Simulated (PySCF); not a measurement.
PySCF input file for Cd(Et) (C2H5Cd), SMILES C[CH2][Cd] (connectivity only; charge and spin as stated), neutral, multiplicity 2, TDA-CAM-B3LYP/def2-SVPD. Coordinates come from a PBE0-D3(BJ)/def2-TZVP optimisation. The spin state was assumed, not searched. The isomer is the one that the SMILES or the coordinates give; other isomers of the formula were not compared. The def2 effective core potentials stand for the cores of Cd; spin–orbit coupling is left out.

```python
import numpy as np
from pyscf import gto, scf, dft, tdscf

mol = gto.M(
    atom='''
    Cd   -0.04266254    0.72525894   -0.00000000
    C     0.70364390   -1.47288323    0.00000000
    C    -0.43576616   -2.45958655    0.00000000
    H     1.32622562   -1.50979600    0.89450378
    H     1.32622563   -1.50979600   -0.89450378
    H    -1.07340980   -2.35228021   -0.88092722
    H    -1.07340981   -2.35228021    0.88092721
    H    -0.06509598   -3.49345785    0.00000000
    ''',
    basis='def2-SVPD',
    ecp={'Cd': 'def2-svp'},
    charge=0,
    spin=1,
    max_memory=1600,
    verbose=4,
)
mf = dft.UKS(mol, xc='cam-b3lyp').density_fit(auxbasis='def2-universal-jkfit')
mf.grids.level = 3
mf.conv_tol = 1e-9
mf.max_cycle = 100
mf.kernel()
fine, coarse = mf.grids, dft.Grids(mol).set(level=1).build(with_non0tab=True)
for _ in range(3):  # follow internal instabilities
    mf.grids = coarse
    mo, _, stable, _ = mf.stability(return_status=True, nroots=4)
    mf.grids = fine
    if stable:
        break
    mf.kernel(mf.make_rdm1(mo, mf.mo_occ))
mf.grids = dft.Grids(mol).set(level=1).build(with_non0tab=True)  # coarser grid for the response kernel
td = tdscf.TDA(mf)
td.nstates = 10
td.conv_tol = 1e-4
td.positive_eig_threshold = 1e-6
td.kernel(x0=td.get_init_guess(mf, 15))
td.analyze(verbose=3)
```

Program output:

```
PySCF version 2.14.0

[INPUT] verbose = 4
[INPUT] num. atoms = 8
[INPUT] num. electrons = 37
[INPUT] charge = 0
[INPUT] spin (= nelec alpha-beta = 2S) = 1
[INPUT] symmetry False subgroup None
[INPUT] Mole.unit = angstrom
[INPUT] Symbol           X                Y                Z      unit          X                Y                Z       unit  Magmom
[INPUT]  1 Cd    -0.042662540000   0.725258940000   0.000000000000 AA   -0.080620516378   1.370540765992   0.000000000000 Bohr   0.0
[INPUT]  2 C      0.703643900000  -1.472883230000   0.000000000000 AA    1.329694260221  -2.783345918165   0.000000000000 Bohr   0.0
[INPUT]  3 C     -0.435766160000  -2.459586550000   0.000000000000 AA   -0.823478696753  -4.647944959164   0.000000000000 Bohr   0.0
[INPUT]  4 H      1.326225620000  -1.509796000000   0.894503780000 AA    2.506203201181  -2.853100943964   1.690367161588 Bohr   0.0
[INPUT]  5 H      1.326225630000  -1.509796000000  -0.894503780000 AA    2.506203220079  -2.853100943964  -1.690367161588 Bohr   0.0
[INPUT]  6 H     -1.073409800000  -2.352280210000  -0.880927220000 AA   -2.028450541424  -4.445165365134  -1.664711181474 Bohr   0.0
[INPUT]  7 H     -1.073409810000  -2.352280210000   0.880927210000 AA   -2.028450560321  -4.445165365134   1.664711162577 Bohr   0.0
[INPUT]  8 H     -0.065095980000  -3.493457850000   0.000000000000 AA   -0.123013574010  -6.601678564212   0.000000000000 Bohr   0.0

nuclear repulsion = 100.410468362076
number of shells = 48
number of NR pGTOs = 170
number of NR cGTOs = 114
basis = def2-SVPD
ecp = {'Cd': 'def2-svp'}


[settings echo left out]
init E= -232.631629296048
  alpha nocc = 19  HOMO = -0.583391018670852  LUMO = -0.486969980811835
  beta  nocc = 18  HOMO = -0.65781969394256  LUMO = -0.583391018670854

WARN: HOMO -0.583391018670852 >= LUMO -0.583391018670854

cycle= 1 E= -245.876583255751  delta_E= -13.2  |g|= 1.28  |ddm|= 4.45
  alpha nocc = 19  HOMO = 0.0543964574981535  LUMO = 0.0650031513241807
  beta  nocc = 18  HOMO = 0.0587370259505292  LUMO = 0.0600193727330743
  HOMO = 0.0587370259505  LUMO = 0.0600193727331  gap/eV = 0.03489
cycle= 2 E= -240.692773543393  delta_E= 5.18  |g|= 3.39  |ddm|= 39.1
  alpha nocc = 19  HOMO = -0.220080291824818  LUMO = -0.00950197108417053
  beta  nocc = 18  HOMO = -0.308887787090017  LUMO = -0.100531466050811
  HOMO = -0.220080291825  LUMO = -0.100531466051  gap/eV = 3.25309
cycle= 3 E= -246.723103645367  delta_E= -6.03  |g|= 0.201  |ddm|=   39
  alpha nocc = 19  HOMO = -0.205633142015181  LUMO = 0.0212128688895039
  beta  nocc = 18  HOMO = -0.289883777156918  LUMO = -0.0694461658351244
  HOMO = -0.205633142015  LUMO = -0.0694461658351  gap/eV = 3.70584
cycle= 4 E= -246.747983889384  delta_E= -0.0249  |g|= 0.186  |ddm|= 0.776
  alpha nocc = 19  HOMO = -0.206622521033363  LUMO = 0.0221842854461172
  beta  nocc = 18  HOMO = -0.278061234343909  LUMO = -0.0437762721289907
  HOMO = -0.206622521033  LUMO = -0.043776272129  gap/eV = 4.43127
cycle= 5 E= -246.763923427936  delta_E= -0.0159  |g|= 0.0211  |ddm|= 0.254
  alpha nocc = 19  HOMO = -0.220653613646267  LUMO = 0.0146641850142601
  beta  nocc = 18  HOMO = -0.29161403290942  LUMO = -0.0493067664572155
  HOMO = -0.220653613646  LUMO = -0.0493067664572  gap/eV = 4.66259
cycle= 6 E= -246.764711409253  delta_E= -0.000788  |g|= 0.011  |ddm|= 0.0855
  alpha nocc = 19  HOMO = -0.221498215250255  LUMO = 0.0138770418198795
  beta  nocc = 18  HOMO = -0.293025141782357  LUMO = -0.0483604218891465
  HOMO = -0.22149821525  LUMO = -0.0483604218891  gap/eV = 4.71132
cycle= 7 E= -246.764906275282  delta_E= -0.000195  |g|= 0.0052  |ddm|= 0.0349
  alpha nocc = 19  HOMO = -0.222247402024882  LUMO = 0.0136963385781232
  beta  nocc = 18  HOMO = -0.293710685747724  LUMO = -0.0485229363838737
  HOMO = -0.222247402025  LUMO = -0.0485229363839  gap/eV = 4.72728
cycle= 8 E= -246.764961776402  delta_E= -5.55e-05  |g|= 0.00211  |ddm|= 0.0218
  alpha nocc = 19  HOMO = -0.222310009737296  LUMO = 0.0136607871204078
  beta  nocc = 18  HOMO = -0.293828592875432  LUMO = -0.048585222613422
  HOMO = -0.222310009737  LUMO = -0.0485852226134  gap/eV = 4.72729
cycle= 9 E= -246.764976682432  delta_E= -1.49e-05  |g|= 0.00113  |ddm|= 0.0125
  alpha nocc = 19  HOMO = -0.222182551037189  LUMO = 0.013698896771199
  beta  nocc = 18  HOMO = -0.293816975709394  LUMO = -0.0485982483186103
  HOMO = -0.222182551037  LUMO = -0.0485982483186  gap/eV = 4.72347
cycle= 10 E= -246.764980919835  delta_E= -4.24e-06  |g|= 0.000477  |ddm|= 0.00693
  alpha nocc = 19  HOMO = -0.222213682412315  LUMO = 0.0136475017228657
  beta  nocc = 18  HOMO = -0.293948390555979  LUMO = -0.0487376564287469
  HOMO = -0.222213682412  LUMO = -0.0487376564287  gap/eV = 4.72052
cycle= 11 E= -246.76498174533  delta_E= -8.25e-07  |g|= 0.000134  |ddm|= 0.00396
  alpha nocc = 19  HOMO = -0.222214689870544  LUMO = 0.0136288476723891
  beta  nocc = 18  HOMO = -0.293969249386709  LUMO = -0.0487633760389059
  HOMO = -0.222214689871  LUMO = -0.0487633760389  gap/eV = 4.71985
cycle= 12 E= -246.764981779979  delta_E= -3.46e-08  |g|= 4.79e-05  |ddm|= 0.000686
  alpha nocc = 19  HOMO = -0.222211730188899  LUMO = 0.0136275704742142
  beta  nocc = 18  HOMO = -0.293973980559558  LUMO = -0.0487720087359946
  HOMO = -0.222211730189  LUMO = -0.048772008736  gap/eV = 4.71954
cycle= 13 E= -246.764981784055  delta_E= -4.08e-09  |g|= 9.53e-06  |ddm|= 0.000273
  alpha nocc = 19  HOMO = -0.222211888488337  LUMO = 0.0136273352074351
  beta  nocc = 18  HOMO = -0.293974650491897  LUMO = -0.0487731337614381
  HOMO = -0.222211888488  LUMO = -0.0487731337614  gap/eV = 4.71951
cycle= 14 E= -246.76498178419  delta_E= -1.35e-10  |g|= 5.52e-06  |ddm|= 4.1e-05
  alpha nocc = 19  HOMO = -0.222211458317659  LUMO = 0.0136274675843036
  beta  nocc = 18  HOMO = -0.293974036153093  LUMO = -0.0487724090357791
  HOMO = -0.222211458318  LUMO = -0.0487724090358  gap/eV = 4.71952
Extra cycle  E= -246.764981784208  delta_E= -1.82e-11  |g|= 4.25e-06  |ddm|= 1.51e-05
converged SCF energy = -246.764981784208  <S^2> = 0.7659228  2S+1 = 2.0158599
tot grids = 30928
uhf_internal: lowest eigs of H = [0.208676   0.20983186 0.20997294 0.35445827]
<class 'pyscf.df.df_jk.DFUKS'> wavefunction is stable in the internal stability analysis
tot grids = 30928
Overwritten attributes  positive_eig_threshold  of <class 'pyscf.tdscf.uks.TDA'>


******** <class 'pyscf.tdscf.uks.TDA'> for <class 'pyscf.df.df_jk.DFUKS'> ********
nstates = 10
deg_eia_thresh = 1.000e-03
wfnsym = None
conv_tol = 0.0001
eigh lindep = 1e-12
eigh level_shift = 0
eigh max_cycle = 100


Excitation energies (eV)
[3.04612414 3.06729664 3.39910941 4.9649687  5.10529185 5.15497762
 5.909285   6.18232111 6.31019853 6.44453745]

** Excitation energies and oscillator strengths **
Excited State   1:      3.04612 eV    407.02 nm  f=0.0606
Excited State   2:      3.06730 eV    404.21 nm  f=0.0621
Excited State   3:      3.39911 eV    364.75 nm  f=0.1106
Excited State   4:      4.96497 eV    249.72 nm  f=0.3783
Excited State   5:      5.10529 eV    242.85 nm  f=0.0739
Excited State   6:      5.15498 eV    240.51 nm  f=0.0761
Excited State   7:      5.90929 eV    209.81 nm  f=0.3388
Excited State   8:      6.18232 eV    200.55 nm  f=0.0003
Excited State   9:      6.31020 eV    196.48 nm  f=0.0619
Excited State  10:      6.44454 eV    192.39 nm  f=0.2175
```

The calculation finished and met its thresholds.

Cost: roughly 2.1 core-minutes.
